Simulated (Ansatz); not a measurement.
Consider the isomerisation: `O[SiH](Cl)[GeH2][Cl]` → `[OH][Ge]([SiH3])([Cl])[Cl]`.

Computed with Ansatz on PBE0-D4/def2-TZVP structures; ΔE is electronic, products minus reactants. CCSD(T)/CBS adds triple-zeta CCSD(T) − MP2 to the extrapolated MP2 energy (def2 sets, frozen cores). Functionals use def2-TZVPP. B3LYP here is the variant with VWN-RPA as its local correlation; programs differ in this. HSE06 is defined as in plane-wave codes. For Ge outer-core shells are correlated without core-valence functions, which leaves a few kJ/mol of doubt a bond. Scalar relativity is left out up to krypton. One conformer a species, not always the lowest.

| level | ΔE (kJ/mol) | difference from CCSD(T)/CBS |
| --- | --- | --- |
| LDA (SPW92) | 77.1 | 5.4 |
| PBE-D4 | 65.1 | -6.6 |
| revPBE-D4 | 63.1 | -8.6 |
| BLYP-D4 | 62.7 | -9.0 |
| r2SCAN-D4 | 69.5 | -2.2 |
| B97M-V | 73.9 | 2.2 |
| PBE0-D4 | 68.7 | -3.0 |
| B3LYP-D4 | 66.8 | -4.9 |
| r2SCANh-D4 | 70.7 | -1.0 |
| r2SCAN0-D4 | 72.2 | 0.5 |
| HSE06-D4 | 68.3 | -3.4 |
| BHLYP-D4 | 69.8 | -1.9 |
| CAM-B3LYP-D4 | 70.4 | -1.3 |
| ωB97X-V | 66.7 | -5.0 |
| PBE-QIDH | 68.8 | -2.9 |
| PBE | 64.8 | -6.9 |
| revPBE | 60.7 | -11.0 |
| BLYP | 61.6 | -10.1 |
| PBE0 | 68.5 | -3.2 |
| B3LYP | 66.2 | -5.5 |
| r2SCANh | 70.7 | -1.0 |
| r2SCAN0 | 72.2 | 0.5 |
| HSE06 | 68.2 | -3.5 |
| BHLYP | 69.7 | -2.0 |
| CAM-B3LYP | 70.3 | -1.4 |
| LC-ωPBE | 72.2 | 0.5 |
| HF/def2-SVP | 55.7 | -16.0 |
| MP2/def2-SVP | 49.4 | -22.3 |
| CCSD/def2-SVP | 49.7 | -22.0 |
| CCSD(T)/def2-SVP | 48.1 | -23.6 |
| HF/def2-TZVPP | 64.1 | -7.6 |
| MP2/def2-TZVPP | 65.4 | -6.3 |
| SCS-MP2/def2-TZVPP | 62.5 | -9.2 |
| CCSD/def2-TZVPP | 65.2 | -6.5 |
| CCSD(T)/def2-TZVPP | 63.6 | -8.1 |
| HF/def2-QZVPP | 65.8 | -5.9 |
| MP2/def2-QZVPP | 70.6 | -1.1 |
| SCS-MP2/def2-QZVPP | 67.6 | -4.1 |
| HF/CBS(def2) | 66.0 | -5.7 |
| MP2/CBS(def2) | 73.5 | 1.8 |
| CCSD(T)/CBS | 71.7 | 0 |

What do rigid-rotor, harmonic-oscillator terms from PBE0-D4/def2-TZVP frequencies (298.15 K, 1 bar) make of the CCSD(T)/CBS value? (Best estimate.)

The calculation gave: ΔZPE = -3.5 kJ/mol, ΔH = +70.4 kJ/mol, ΔS = 9 J/(mol·K), ΔG = +67.6 kJ/mol. Modes under 50 cm⁻¹ make the entropy rough.

Largest T1 diagnostic among the species: 0.011.

From BLYP to BHLYP (50 % exact exchange), in def2-TZVPP and without D4, ΔE moves by +8.1 kJ/mol. Leaving LDA and LC-ωPBE aside and taking each functional with its dispersion term where it has one, the values spread over 11.2 kJ/mol, from BLYP-D4 to B97M-V. LDA lies +12.3 kJ/mol from PBE without D4.

CCSD(T)/CBS has its own doubt, a few kJ/mol and more with outer-core shells, so smaller differences from it don't rank the levels.
